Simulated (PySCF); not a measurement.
A structure optimised at r2SCAN-D4/def2-SVP, used in a PySCF frequency run:

```xyz
12

C     -2.8679     0.4071    -0.7653
Si    -1.4122    -0.7808    -0.7819
C     -0.0738    -0.2264     0.4034
C      1.1599     0.0836    -0.0150
Cl     2.4394     0.6171     1.0360
H     -3.3073     0.4770     0.2427
H     -3.6583     0.0695    -1.4546
H     -2.5544     1.4179    -1.0702
H     -0.8037    -0.8563    -2.1466
H     -1.8841    -2.1475    -0.3939
H     -0.2860    -0.1375     1.4777
H      1.4862     0.0307    -1.0594
```
Charge 0, spin multiplicity 1.

Write its SMILES and formula.

C[SiH2]/C=C/Cl, C₃H₇ClSi

What are its rotational constants (standard atomic weights)?

11.544, 1.0057, 0.96877 GHz
